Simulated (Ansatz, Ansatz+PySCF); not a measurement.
```xyz
24

C     0.0000    1.4100    0.0000
C     1.2211    0.7050    0.0000
C     1.2211   -0.7050    0.0000
C     0.0000   -1.4100    0.0000
C    -1.2211   -0.7050    0.0000
C    -1.2211    0.7050    0.0000
C     2.4422    1.4100    0.0000
C     3.6633    0.7050    0.0000
C     3.6633   -0.7050    0.0000
C     2.4422   -1.4100    0.0000
C     4.8844    1.4100    0.0000
C     6.1055    0.7050    0.0000
C     6.1055   -0.7050    0.0000
C     4.8844   -1.4100    0.0000
H     0.0000    2.4950    0.0000
H     0.0000   -2.4950    0.0000
H    -2.1607   -1.2475    0.0000
H    -2.1607    1.2475    0.0000
H     2.4422    2.4950    0.0000
H     2.4422   -2.4950    0.0000
H     4.8844    2.4950    0.0000
H     7.0451    1.2475    0.0000
H     7.0451   -1.2475    0.0000
H     4.8844   -2.4950    0.0000
```

Basis set: def2-SVP (spherical functions). Charge 0, multiplicity 1.

Computed with Ansatz (development build ahead of 0.2.0); each method stands on the lowest determinant of its kind that the runs found. Restricted functionals stand beside restricted open-shell atoms, which can lie above the unrestricted atoms usual in DFT and then raise those values.

The atomization energy at this shape (free ground-state atoms in the same class of orbitals less the molecule, no zero-point energy) of singlet C₁₄H₁₀:

```csv
method,atomization energy
ωB97X (restricted),3005.76 kcal/mol
PBE0 (restricted),3057.37 kcal/mol
RHF,2271.12 kcal/mol
```

Problem. What does PBE0 (unrestricted) give?

Solution. 3043.11 kcal/mol. Caution: the shape is not the minimum.
